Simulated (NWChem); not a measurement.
Species: SOF, doublet; SMILES O=[S]F

Program: NWChem. Pople sets run with spherical d functions. Spin-unrestricted. In the optimisation the excess spin sits in a" (Cs, its own frame). No stability test was run on the SCF state. Each level has its own optimisation; frequencies are unscaled.

```
level          r O–S (Å)  r F–S (Å)  highest harmonic frequency (cm⁻¹)  lowest (cm⁻¹)  zero-point energy (kcal/mol)  dipole (D)
-------------  ---------  ---------  ---------------------------------  -------------  ----------------------------  ----------
UHF/STO-3G         1.660      1.645                               1035            396                           3.4        0.84
UHF/6-31G*             …          …                               1232              …                           3.7           …
PBE0/def2-SVP      1.472      1.631                               1231            391                           3.5        1.86
```

### Question
Fill in the missing entries.

### Answer

- UHF/6-31G*, r O–S (Å): 1.449
- UHF/6-31G*, r F–S (Å): 1.593
- UHF/6-31G*, lowest (cm⁻¹): 441
- UHF/6-31G*, dipole (D): 2.12
